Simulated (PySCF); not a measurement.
**Whose spectrum? (rocksalt chalcogenide)**

All values: TDA PBE0/def2-SVP, gas phase, PySCF SCF with an in-house response code, fitting set def2-universal-JFIT up to Ne and JKFIT beyond, grid level 1 (kernel 0), vertical, one conformer each, geometries GFN2-xTB; core orbitals frozen in the response, virtual orbitals above 1.5 Eh left out. The lowest 6 singlets were sought, and the brightest is taken among them. The runs took 1 to 10 CPU minutes each on shared server CPUs.

Spin-orbit coupling is left out, which matters for the heavier atoms here.

One system has its HOMO at -5.69 eV, its LUMO at -2.55 eV and these singlet states:

```json
{"state": "S1", "eV": "2.37", "f": "0.000"}
{"state": "S2", "eV": "2.64", "f": "0.000"}
{"state": "S3", "eV": "2.75", "f": "0.000"}
{"state": "S4", "eV": "2.76", "f": "0.036"}
{"state": "S5", "eV": "2.86", "f": "0.000"}
{"state": "S6", "eV": "2.94", "f": "0.000"}
```

Problem. Which is it?
A. 2x2x4 SnS rock-salt block (Sn8S8)
B. 2x2x5 SnS rock-salt block (Sn10S10)
C. 3x3x3 SnS rock-salt block ([Sn14S13]2+)

Solution. B.

Problem. How do the candidates compare?

Solution. 
```tsv
system	HOMO / eV	LUMO / eV	S1 / eV	f(S1)	brightest state sought / eV
2x2x4 SnS rock-salt block	-6.08	-2.41	2.85	0.001	2.85
2x2x5 SnS rock-salt block	-5.69	-2.55	2.37	0.000	2.76
3x3x3 SnS rock-salt block	-10.31	-7.71	1.87	0.000	1.87
```
